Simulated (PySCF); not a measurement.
# Computed spin Hamiltonian

C6H9FO2 (charge +1 and doublet state).
Structure used (GFN2-xTB), in Å, numbered top down from 1:
```xyz
18
C6H9FO2 angstrom
C     -2.546   -1.059   -1.243
C     -1.531   -0.367   -0.671
C     -1.756    0.386    0.598
F     -0.750    1.255    0.871
C     -0.189   -0.310   -1.300
O      0.850   -0.353   -0.324
C      1.848    0.486   -0.539
C      2.990    0.326    0.419
O      1.832    1.300   -1.428
H     -2.402   -1.640   -2.139
H     -3.541   -1.048   -0.827
H     -2.689    0.969    0.549
H     -1.840   -0.297    1.460
H     -0.054   -1.122   -2.025
H     -0.034    0.649   -1.855
H      2.607   -0.029    1.374
H      3.514    1.272    0.527
H      3.684   -0.410    0.011
```

The hyperfine couplings belong to this conformer and change with its torsions.

Identity: `[CH2+][C](CF)COC(C)=O` [radical] (charge +1).

Level of theory: UKS B3LYP, pcH-1 on C F H O, non-relativistic, mean-field spin-orbit, GIAO in PySCF 2.14.0. Geometry: GFN2-xTB, one conformer, isolated ion. GFN2-xTB frequencies show an imaginary mode (35i cm⁻¹), so this geometry is no minimum at that level. A GFN2-xTB geometry isn't a minimum of the functional, and hyperfine couplings can be far from their values at a DFT geometry, by a factor of two or more for some ions and for spin on atoms past the first row. The SCF solution wasn't tested for stability.

* g1, g2, g3: 2.00367, 2.00435, 2.00680
* g_iso: 2.00494
* Form of g: rhombic: the two nearest values differ by 22 % of g3 − g1
* ⟨S²⟩: 0.7597 (exact 0.7500)
* α and β electrons: 35, 34
* HOMO–LUMO gap, α and β orbitals: 6.64, 1.45 eV
* Total energy: -484.02282 Eh

Isotropic coupling and dipolar principal values T1 to T3, in MHz; ρ(0) is the spin density at the nucleus:

```json
{"atom": "C1", "isotope": "13C", "a_iso": "30.2", "T1": "-36.6", "T2": "-35.8", "T3": "72.4", "Mulliken spin population": "0.45", "ρ(0) (bohr⁻³)": "0.0269"}
{"atom": "C2", "isotope": "13C", "a_iso": "-7.2", "T1": "-11.6", "T2": "-7.5", "T3": "19.1", "Mulliken spin population": "0.09", "ρ(0) (bohr⁻³)": "-0.0064"}
{"atom": "C3", "isotope": "13C", "a_iso": "-7.5", "T1": "-3.7", "T2": "-1.9", "T3": "5.6", "Mulliken spin population": "0.00", "ρ(0) (bohr⁻³)": "-0.0067"}
{"atom": "F4", "isotope": "19F", "a_iso": "15.5", "T1": "-44.0", "T2": "-41.6", "T3": "85.6", "Mulliken spin population": "0.02", "ρ(0) (bohr⁻³)": "0.0037"}
{"atom": "C5", "isotope": "13C", "a_iso": "4.8", "T1": "-7.3", "T2": "-4.6", "T3": "12.0", "Mulliken spin population": "0.02", "ρ(0) (bohr⁻³)": "0.0042"}
{"atom": "O6", "isotope": "17O", "a_iso": "5.5", "T1": "-18.3", "T2": "8.7", "T3": "9.7", "Mulliken spin population": "0.04", "ρ(0) (bohr⁻³)": "-0.0091"}
{"atom": "C7", "isotope": "13C", "a_iso": "-9.3", "T1": "-6.5", "T2": "-0.6", "T3": "7.0", "Mulliken spin population": "-0.03", "ρ(0) (bohr⁻³)": "-0.0083"}
{"atom": "C8", "isotope": "13C", "a_iso": "13.9", "T1": "-5.2", "T2": "-4.9", "T3": "10.1", "Mulliken spin population": "0.04", "ρ(0) (bohr⁻³)": "0.0124"}
{"atom": "O9", "isotope": "17O", "a_iso": "-20.4", "T1": "-100.1", "T2": "47.0", "T3": "53.1", "Mulliken spin population": "0.32", "ρ(0) (bohr⁻³)": "0.0337"}
{"atom": "H10", "isotope": "1H", "a_iso": "-28.9", "T1": "-16.4", "T2": "-2.9", "T3": "19.4", "Mulliken spin population": "-0.02", "ρ(0) (bohr⁻³)": "-0.0065"}
{"atom": "H11", "isotope": "1H", "a_iso": "-28.9", "T1": "-16.8", "T2": "-2.9", "T3": "19.7", "Mulliken spin population": "-0.02", "ρ(0) (bohr⁻³)": "-0.0065"}
{"atom": "H12", "isotope": "1H", "a_iso": "64.8", "T1": "-3.8", "T2": "-0.7", "T3": "4.5", "Mulliken spin population": "0.02", "ρ(0) (bohr⁻³)": "0.0145"}
{"atom": "H13", "isotope": "1H", "a_iso": "64.4", "T1": "-3.9", "T2": "-1.2", "T3": "5.1", "Mulliken spin population": "0.02", "ρ(0) (bohr⁻³)": "0.0144"}
{"atom": "H14", "isotope": "1H", "a_iso": "33.7", "T1": "-4.2", "T2": "0.7", "T3": "3.5", "Mulliken spin population": "0.01", "ρ(0) (bohr⁻³)": "0.0075"}
{"atom": "H15", "isotope": "1H", "a_iso": "95.4", "T1": "-9.4", "T2": "-2.6", "T3": "12.0", "Mulliken spin population": "0.02", "ρ(0) (bohr⁻³)": "0.0213"}
{"atom": "H16", "isotope": "1H", "a_iso": "14.8", "T1": "-2.9", "T2": "0.0", "T3": "2.8", "Mulliken spin population": "0.01", "ρ(0) (bohr⁻³)": "0.0033"}
{"atom": "H17", "isotope": "1H", "a_iso": "-5.3", "T1": "-3.4", "T2": "-0.8", "T3": "4.2", "Mulliken spin population": "0.00", "ρ(0) (bohr⁻³)": "-0.0012"}
{"atom": "H18", "isotope": "1H", "a_iso": "-3.8", "T1": "-2.5", "T2": "-0.7", "T3": "3.2", "Mulliken spin population": "0.00", "ρ(0) (bohr⁻³)": "-0.0008"}
```

The Mulliken spin populations are largest on C1 (+0.45), O9 (+0.32) and C2 (+0.09).

C2, the radical centre as drawn in `[CH2+][C](CF)COC(C)=O`, holds a spin population of +0.09 out of 1.

Axes: g2 points within 14° of the C7–O9 bond.

Under fast tumbling the dipolar parts average out, and these isotropic splittings remain: 2 × 1H (H12/H13, I = 1/2, 3 lines) with 2.30 mT, 2 × 1H (H14/H15, I = 1/2, 3 lines) with 2.30 mT, 1 × 1H (H11, I = 1/2, 2 lines) with 1.03 mT, 1 × 1H (H10, I = 1/2, 2 lines) with 1.03 mT, 1 × 19F (F4, I = 1/2, 2 lines) with 0.55 mT and 3 × 1H (H16/H17/H18, I = 1/2, 4 lines) with 0.07 mT.

Means are taken over nuclei equivalent by connectivity, which assumes that they swap fast. H10 and H11 aren't averaged: C1 is flat or nearly so (angle sum 360°), and its turn about the short C1–C2 bond (1.36 Å) is taken as slow. The three 1H nuclei of mean +1.9 MHz run from -5.3 to 14.8 MHz in the frozen geometry. The 1H value of +64.6 MHz is a mean of couplings from 33.7 to 95.4 MHz in this one geometry, not an average over conformers.

The 17O coupling of O9 (-20.4 MHz) shows only in satellite lines or after enrichment, since that isotope makes up about 0.038 % of natural oxygen.

The 13C coupling of C1 (30.2 MHz) shows only in satellite lines or after enrichment, since that isotope makes up about 1.07 % of natural carbon.

β density exceeds α density at some nuclei, such as O6 (-0.0091), C7 (-0.0083) and C3 (-0.0067), spin density in bohr⁻³. In a single determinant that takes different orbitals for the two spins, that is spin polarisation.
